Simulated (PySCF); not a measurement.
Isomers of C10H8S, mass 160.035 u with the commonest isotopes. Computed with PBE0/pcSseg-1 in PySCF (dipole) on a GFN2-xTB geometry, gas phase. One conformer each, none proved a minimum here; rigid rotors.

Problem. Order these by rotational constant C, largest first.
A. `[cH:1]1[cH:2][cH:3][c:4](-[c:5]2[cH:6][cH:7][cH:8][s:9]2)[cH:10][cH:11]1` with C3–C4–C5–C6 180°
B. `[cH:1]1[cH:2][cH:3][c:4](-[c:5]2[cH:6][cH:7][s:8][cH:9]2)[cH:10][cH:11]1` with C3–C4–C5–C6 33° (3-phenylthiophene)
C. `[CH2:1]=[CH:2][c:3]1[cH:4][cH:5][cH:6][c:7]2[cH:8][cH:9][s:10][c:11]12` with C1–C2–C3–C4 0°

Solution. C (594.8 MHz), A (505.9 MHz), B (465.0 MHz).

Problem. Order these by radius of gyration √(Σ m r²/M), largest first.
A. `[cH:1]1[cH:2][cH:3][c:4](-[c:5]2[cH:6][cH:7][cH:8][s:9]2)[cH:10][cH:11]1` with C3–C4–C5–C6 180°
B. `[cH:1]1[cH:2][cH:3][c:4](-[c:5]2[cH:6][cH:7][s:8][cH:9]2)[cH:10][cH:11]1` with C3–C4–C5–C6 33°
C. `[CH2:1]=[CH:2][c:3]1[cH:4][cH:5][cH:6][c:7]2[cH:8][cH:9][s:10][c:11]12` with C1–C2–C3–C4 0°

Solution. B (2.621 Å), A (2.498 Å), C (2.304 Å).

Problem. Order these by rotational constant A, smallest first.
A. `[cH:1]1[cH:2][cH:3][c:4](-[c:5]2[cH:6][cH:7][s:8][cH:9]2)[cH:10][cH:11]1` with C3–C4–C5–C6 33° (3-phenylthiophene)
B. `[CH2:1]=[CH:2][c:3]1[cH:4][cH:5][cH:6][c:7]2[cH:8][cH:9][s:10][c:11]12` with C1–C2–C3–C4 0°
C. `[cH:1]1[cH:2][cH:3][c:4](-[c:5]2[cH:6][cH:7][cH:8][s:9]2)[cH:10][cH:11]1` with C3–C4–C5–C6 180°

Solution. B (1533 MHz), C (2811 MHz), A (3206 MHz).

| SMILES | point group | Ia (u·Å²) | Ib (u·Å²) | Ic (u·Å²) | κ | μa (D) | μb (D) | μc (D) |
| --- | --- | --- | --- | --- | --- | --- | --- | --- |
| C=Cc1cccc2ccsc12 | Cs | 329.61 | 520.00 | 849.60 | -0.20 | 0.29 | 0.56 | 0.00 |
| c1ccc(-c2ccsc2)cc1 | C1 | 157.62 | 954.57 | 1086.79 | -0.95 | 0.36 | 0.28 | 0.11 |
| c1ccc(-c2cccs2)cc1 | Cs | 179.77 | 819.12 | 998.89 | -0.90 | 0.05 | 0.54 | 0.00 |
